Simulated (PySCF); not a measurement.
Choosing a molecule for a target property.

All species are isolated and taken at one optimised geometry, non-relativistic unless stated. Electronic properties by PySCF.

Dipoles, sizes and rotational constants follow the conformer. The torsions of the flexible species, by atom-mapped SMILES:
- `[CH3:1][CH2:2][CH2:3][GeH2:4][AsH:5][CH3:6]`: C1–C2–C3–Ge4 63°, C2–C3–Ge4–As5 -80°, C3–Ge4–As5–C6 -176°
- `[CH3:1][C:2]1=[N:3][N:4]([C:5]([NH2:6])=[O:7])[B:8]([OH:9])[c:10]2[cH:11][cH:12][s:13][c:14]21`: N3–N4–C5–N6 0°, H–N6–C5–N4 0°, H–N6–C5–N4 180°, H–O9–B8–N4 0°
- `[CH3:1][BH:2][CH2:3]/[CH:4]=[CH:5]/[CH3:6]`: C1–B2–C3–C4 156°, B2–C3–C4–C5 -127°
- `[NH2:1][B:2]([PH2:3])[Cl:4]`: H–N1–B2–P3 6°, H–N1–B2–P3 -174°, H–P3–B2–N1 -135°, H–P3–B2–N1 -39°

Question: Wanted: static isotropic polarisability below 60 au (PBE0/def2-SVPD) and electronic spatial extent ⟨r²⟩ about the centre of nuclear charge below 800 bohr² (PBE0/def2-SVPD), at PBE0-D3(BJ)/def2-SVP geometries. Which candidate meets both?
A. `NB(P)Cl`
B. `[SiH3]CCl`
C. `C[O+]1[AlH2-][O+](C)[AlH2-]1`
D. `CBC/C=C/C`
E. `CC1=NN(C(N)=O)B(O)c2ccsc21`
F. `[GeH2]([AsH]C)[CH2]CC`
G. `B[C@@H]1CC[C@@H]1C`

Answer: B. Computed values:
| species | static isotropic polarisability | electronic spatial extent ⟨r²⟩ about the centre of nuclear charge |
| --- | --- | --- |
| [SiH3]CCl | 56.0 au | 435 bohr² |
| NB(P)Cl | 64.8 au | 576 bohr² |
| B[C@@H]1CC[C@@H]1C | 73.1 au | 605 bohr² |
| CBC/C=C/C | 79.9 au | 1063 bohr² |
| C[O+]1[AlH2-][O+](C)[AlH2-]1 | 86.3 au | 993 bohr² |
| [GeH2]([AsH]C)[CH2]CC | 117.4 au | 1672 bohr² |
| CC1=NN(C(N)=O)B(O)c2ccsc21 | 146.2 au | 3087 bohr² |

Question: Wanted: lowest singlet excitation between 4.6 eV and 5 eV (TDDFT PBE0/def2-SVPD) and HOMO–LUMO gap below 7.14 eV (PBE0/def2-SVPD), at PBE0-D3(BJ)/def2-SVP geometries. Which candidate meets both?
A. `C(C)[CH2][GeH2][AsH]C`
B. `C[O+]1[AlH2-][O+](C)[AlH2-]1`
C. `CC1=NN(C(N)=O)B(O)c2ccsc21`
D. `[Ge]([CH3])([CH3])([NH2])[CH3]`
E. `[SiH3]CCl`
F. `CBC/C=C/C`

Answer: F. Computed values:
```
                       species  lowest singlet excitation  HOMO–LUMO gap
    CC1=NN(C(N)=O)B(O)c2ccsc21                    4.40 eV        5.02 eV
                     CBC/C=C/C                    4.82 eV        6.03 eV
         C(C)[CH2][GeH2][AsH]C                    5.65 eV        6.81 eV
  C[O+]1[AlH2-][O+](C)[AlH2-]1                    5.88 eV        7.07 eV
[Ge]([CH3])([CH3])([NH2])[CH3]                    6.02 eV        7.22 eV
                     [SiH3]CCl                    6.67 eV        8.16 eV
```

Question: Wanted: dipole moment above 2 D (PBE0/def2-SVPD) and smallest rotational constant above 0.5 GHz (PBE0-D3(BJ)/def2-SVP), at PBE0-D3(BJ)/def2-SVP geometries. Which candidate meets both?
A. `CC[CH2][GeH2][AsH]C`
B. `[SiH3]CCl`
C. `B[C@@H]1CC[C@@H]1C`
D. `NB(Cl)P`
E. `C[O+]1[AlH2-][O+](C)[AlH2-]1`
F. `B1(O)c2c(scc2)C(=NN1C(=O)N)C`

Answer: D. Computed values:
| species | dipole moment | smallest rotational constant |
| --- | --- | --- |
| C[O+]1[AlH2-][O+](C)[AlH2-]1 | 0.10 D | 1.276 GHz |
| CC[CH2][GeH2][AsH]C | 0.55 D | 0.689 GHz |
| B[C@@H]1CC[C@@H]1C | 0.83 D | 2.413 GHz |
| [SiH3]CCl | 1.74 D | 2.916 GHz |
| NB(Cl)P | 2.80 D | 1.979 GHz |
| B1(O)c2c(scc2)C(=NN1C(=O)N)C | 4.00 D | 0.335 GHz |
